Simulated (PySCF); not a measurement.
Cl2H4SSi2, SMILES [SiH2](S[SiH2]Cl)Cl. Atoms are numbered in the order given.

```xyz
9

Si    -1.3552     0.9022    -0.0738
Cl    -2.6532    -0.4896     0.7422
S      0.0000     0.0000    -1.4737
Si     1.3552    -0.9022    -0.0738
Cl     2.6532     0.4896     0.7422
H     -0.5950     1.5144     1.0468
H     -2.1416     1.8972    -0.8425
H      0.5950    -1.5144     1.0468
H      2.1416    -1.8972    -0.8425
```
Charge 0, spin multiplicity 1.

Coordinates come from a r2SCAN-D4/def2-SVP optimisation. This is a generated structure with no PubChem entry under its InChIKey; it may be hypothetical. One conformer was computed; it need not be the lowest.

Computed with PBE/def2-TZVP run with PySCF.

ESP charges are fitted to the potential on shells at 1.4 to 2.0 van der Waals radii. Atomic charges (e):

| atom | ESP fit | IAO | Mulliken |
|---|---|---|---|
| Si1 | 0.03 | 0.68 | 0.32 |
| Cl2 | -0.09 | -0.30 | -0.21 |
| S3 | -0.08 | -0.38 | -0.24 |
| Si4 | 0.03 | 0.68 | 0.32 |
| Cl5 | -0.09 | -0.30 | -0.21 |
| H6 | 0.04 | -0.10 | 0.01 |
| H7 | 0.06 | -0.09 | 0.00 |
| H8 | 0.04 | -0.10 | 0.01 |
| H9 | 0.06 | -0.09 | 0.00 |

### Question
Give the Mayer and Wiberg (Löwdin basis) orders of the bonds. (An estimate is asked for; the answer gives what the named calculation found.)

### Answer

```csv
bond,Mayer,Wiberg
Si1–Cl2,1.18,1.86
Si1–S3,1.14,1.56
S3–Si4,1.14,1.56
Si4–Cl5,1.18,1.86
Si1–H6,0.91,0.94
Si1–H7,0.92,0.95
Si4–H8,0.91,0.94
Si4–H9,0.92,0.95
```
